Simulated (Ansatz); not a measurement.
`O[SiH](F)I` + `CC[Te]C` → `C[Te][SiH](O)F` + `CCI`  (formal exchange of groups at the Si–I bond)

Program: Ansatz. Geometries: PBE0-D4/def2-TZVP. ΔE: electronic, gas phase. CBS: MP2 limit from def2 TZ/QZ plus the TZ coupled-cluster correction, frozen cores. Functionals use def2-TZVPP. def2 core potentials past Kr. For I, Te outer-core shells are correlated without core-valence functions, which leaves a few kJ/mol of doubt a bond. Each species was taken in one conformer, which may not be the lowest.

`O[SiH](F)I`:

Z-matrix (Å, degrees):
```
Si
F 1 1.588
I 1 2.429 2 106.5
O 1 1.620 2 111.1 3 121.3
H 1 1.468 2 108.7 3 -120.2
H 4 0.959 1 119.6 2 -76.3
```

`CC[Te]C`:

```xyz
12

C     0.223    0.618    2.031
C     0.430    0.279    0.570
Te   -1.381   -0.476   -0.310
C    -0.523   -0.763   -2.246
H     1.148    1.001    2.471
H    -0.547    1.383    2.160
H    -0.078   -0.260    2.607
H     0.721    1.158   -0.007
H     1.191   -0.491    0.442
H     0.295   -1.478   -2.185
H    -0.174    0.189   -2.641
H    -1.305   -1.160   -2.892
```

`C[Te][SiH](O)F`:

Cartesian coordinates in Å:
```
C 0.129 -1.058 1.529
Te 1.673 -0.400 0.179
Si 0.164 1.121 -1.057
O -1.136 0.338 -1.667
F -0.474 2.221 -0.100
H -0.732 -1.402 0.961
H -0.143 -0.239 2.188
H 0.551 -1.881 2.102
H 0.948 1.830 -2.095
H -0.978 -0.531 -2.040
```

`CCI`:

Cartesian coordinates in Å:
```
C 0.624 0.251 0.476
C -0.356 -0.234 -0.561
I -2.363 -0.321 0.202
H 1.629 0.278 0.042
H 0.648 -0.411 1.343
H 0.377 1.256 0.821
H -0.144 -1.246 -0.899
H -0.416 0.427 -1.423
```

```tsv
level	ΔE (kJ/mol)
PBE-D4	34.6
CCSD(T)/def2-TZVPP	39.7
```

Problem. What does CCSD(T)/CBS give? (An estimate is asked.)

Solution. The calculation gave: +40.4 kJ/mol. The listed levels differ from it by -5.8, -0.7 kJ/mol.

Largest T1 diagnostic among the species: 0.011.
